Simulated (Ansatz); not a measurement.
# What each rung costs, and what it gives

Saddle point of GaHCl$_{3}$F, closed shell (GaCl₃ ([Cl][Ga]([Cl])[Cl]) + HF → GaCl₂F ([F][Ga]([Cl])[Cl]) + HCl (still joined by a long Ga–Cl bond); bonds formed: Cl2–H5; dative contacts that become bonds: Ga1–F6; bonds broken: H5–F6; bonds weakened to dative contacts: Ga1–Cl2), PBE0-D4/def2-TZVP structure:

Ga1  (-0.320, 0.463, -0.241)
Cl2  (-0.140, -1.725, 0.799)
Cl3  (-0.914, 0.250, -2.256)
Cl4  (-1.170, 1.832, 1.124)
H5  (1.052, -1.009, 0.551)
F6  (1.492, 0.189, 0.023)
(Å)

Barriers are electronic and count from the start structure reached by relaxing down the imaginary mode.

Computed with Ansatz 0.2.0 (basis: as named in each row); correlated methods freeze the cores. Filled d shells of the heavier atoms are correlated. The def2 sets are not built for correlating such inner shells, so the correlated values are less sure here. B3LYP uses VWN-RPA correlation. Extrapolation: Hartree–Fock as exp(−7.88 √X), correlation as X^−2.97.

Times are rough, for one single point on 8 threads of a shared host (Intel Xeon).

The estimate by CCSD(T) at an estimated basis limit (MP2 extrapolated from triple and quadruple zeta, plus CCSD(T) − MP2 in triple zeta) is 13.12 kcal/mol.

| method | basis | time (s) | barrier (kcal/mol) | method less estimate |
| --- | --- | --- | --- | --- |
| HF | STO-3G | under 1 | 41.21 | 28.08 |
| SPW92 | def2-SVP | under 1 | 3.76 | -9.36 |
| PBE-D4 | def2-SVP | 1 | 6.96 | -6.16 |
| B3LYP-D4 | 6-31G | 2 | 9.94 | -3.18 |
| PBE-D4 | STO-3G | 2 | 16.14 | 3.02 |
| PBE0-D4 | def2-SVP | 2 | 10.48 | -2.64 |
| SPW92 | def2-TZVPP | 2 | 5.36 | -7.76 |
| PBE-D4 | def2-TZVPP | 2 | 8.51 | -4.62 |
| BLYP-D4 | def2-TZVPP | 3 | 9.40 | -3.72 |
| B3LYP-D4 | def2-TZVPP | 4 | 11.51 | -1.61 |
| r2SCAN-D4 | def2-TZVPP | 4 | 9.71 | -3.42 |
| CAM-B3LYP-D4 | def2-TZVPP | 4 | 11.48 | -1.64 |
| PBE0-D4 | def2-TZVPP | 4 | 11.38 | -1.75 |
| BHLYP-D4 | def2-TZVPP | 4 | 14.53 | 1.41 |
| wB97M-V | def2-SVP | 6 | 11.66 | -1.47 |
| RPA on PBE | def2-TZVPP | 6 | 11.38 | -1.75 |
| CCSD(T) | def2-SVP | 6 | 12.18 | -0.95 |
| B2PLYP | def2-TZVPP | 6 | 11.89 | -1.23 |
| PBE-QIDH | def2-TZVPP | 6 | 12.67 | -0.46 |
| B97M-V | def2-TZVPP | 6 | 12.30 | -0.82 |
| r2SCAN0-D4 | def2-TZVPP | 8 | 12.06 | -1.06 |
| wB97X-V | def2-TZVPP | 8 | 12.17 | -0.95 |
| wB97M-V | def2-TZVPP | 11 | 12.65 | -0.48 |
| MP2 | def2-QZVPP | 27 | 12.43 | -0.69 |
| CCSD(T) | def2-TZVPP | 95 | 12.60 | -0.53 |

All methods are single points on the PBE0-D4 structures.

No T1 diagnostic of these runs exceeds 0.012.

Labels in which every atom is bracketed show which atoms are joined, not bond orders.
